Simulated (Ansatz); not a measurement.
Reaction (redistribution): `O[SiH2]O[SiH](Cl)Cl` + `O[SiH2][SiH2]Cl` → `[SiH3]O[SiH](Cl)Cl` + `O[SiH2][SiH](O)Cl`

Gas-phase electronic energies from Ansatz, PBE0-D4/def2-TZVP geometries. CCSD(T)/CBS is the MP2 limit (def2-TZVPP, def2-QZVPP) plus CCSD(T) − MP2 in def2-TZVPP, frozen cores. One conformer a species, not always the lowest.

```
              species  CCSD(T)/CBS(def2) energy (Eh)
`O[SiH2]O[SiH](Cl)Cl`                    -1650.72843
    `O[SiH2][SiH2]Cl`                    -1116.20195
 `[SiH3]O[SiH](Cl)Cl`                    -1575.48976
  `O[SiH2][SiH](O)Cl`                    -1191.43443
```

Question: Work out ΔE.

Answer: ΔE = (-1575.48976) + (-1191.43443) − (-1650.72843) − (-1116.20195) = 0.00619 Eh = +0.17 eV.

Largest T1 diagnostic among the species: 0.011.
